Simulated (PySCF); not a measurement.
## Adding and removing an electron: WBr

PBE; basis W def2-TZVPPD with ECP60, Br def2-TZVPPD; scalar-relativistic core potentials; PySCF 2.14. Neutral (UKS): sextet (σ ↑, π ↑↑, δ ↑↑), Re = 2.425 Å, ωe = 253 cm⁻¹, HOMO -4.73 eV, LUMO -3.55 eV.

WBr⁺ (UKS): quintet (σ ↑, π ↑, δ ↑↑), Re = 2.312 Å, ωe = 309 cm⁻¹. The energies at the minima are -2640.82856 hartree for WBr and -2640.53918 for WBr⁺.

**Question.** Work out the adiabatic ionisation energy, without and with harmonic zero-point energies (1 hartree = 27.2114 eV, 1 eV = 8065.5 cm⁻¹), and the change of the bond length.

**Answer.** At PBE: 0.28938 hartree = 7.874 eV between the minima; the zero-point term (309.0 − 253.0)/2 cm⁻¹ = +0.003 eV makes it 7.878 eV. Re changes by -11.3 pm against the neutral. The electron leaves a π orbital, and the shorter bond of the ion fits an antibonding orbital, or a change in how ionic the bond is.

WBr⁻ (UKS): septet (σ ↑↑, π ↑↑, δ ↑↑), Re = 2.638 Å, ωe = 154 cm⁻¹. The energies at the minima are -2640.82856 hartree for WBr and -2640.86808 for WBr⁻.

**Question.** Work out the adiabatic electron affinity, without and with harmonic zero-point energies (1 hartree = 27.2114 eV, 1 eV = 8065.5 cm⁻¹), and the change of the bond length.

**Answer.** At PBE: 0.03952 hartree = 1.075 eV between the minima; the zero-point term (253.0 − 154.0)/2 cm⁻¹ = +0.006 eV makes it 1.082 eV. Re changes by +21.3 pm against the neutral. The electron enters a σ orbital, and the longer bond of the ion fits an antibonding orbital, or a change in how ionic the bond is.

De is left out where the level can put another filling of the metal’s s and d shells below the measured ground configuration, by anything from nothing to about 1 eV. Spin–orbit coupling is left out, which matters for elements this heavy, above all for dissociation energies. The highest Kohn–Sham level is positive in this anion. Much of that is self-interaction error, but it also means that the finite basis helps to hold the extra electron. The state is the lowest single determinant that the PBE0 search found; with open d or f shells the true ground state can be another one.
